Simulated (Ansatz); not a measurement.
The lowest singlet and triplet of NH2 (SMILES [NH2+]); geometries from B3LYP-D3(BJ)/def2-TZVP, each state relaxed from the structure named, with no frequency check.
Singlet (charge 1, multiplicity 1):
```csv
atom,x (Å),y (Å),z (Å)
N,-0.0004,0.1372,0.0223
H,-0.8494,-0.4824,-0.0781
H,0.8519,-0.4780,-0.0781
```
Triplet (charge 1, multiplicity 3):
```xyz
3

N      0.00013    -0.05123     0.00000
H     -1.01097     0.17665     0.00000
H      1.01003     0.18196     0.00000
```

A positive gap puts the triplet lower; no zero-point energy. R- takes a restricted singlet. U- takes an unrestricted singlet (broken symmetry where lower, unprojected). The triplet is unrestricted in single-reference levels. Active spaces average the two states.

Cores are frozen in the correlated methods.

Run with Ansatz (an electronic-structure program) with Gaussian orbitals. 

Q: What is the computed gap E(singlet) − E(triplet), adiabatic (FIC-MRCISD+Q on SA-CASSCF(6,6)/cc-pVQZ)?

A: 28.4 kcal/mol

Q: Estimate the gap E(singlet) − E(triplet), adiabatic that R-CCSDT/cc-pVTZ returns for this input.

A: 29.6 kcal/mol

Q: Give the gap E(singlet) − E(triplet), adiabatic at the level U-SVWN5/def2-TZVPP (spin-contaminated).

A: 24.9 kcal/mol

Doubts at one or more of the structures used: a restricted determinant that unrestricted orbitals would lower (R-CCSDT/cc-pVTZ).
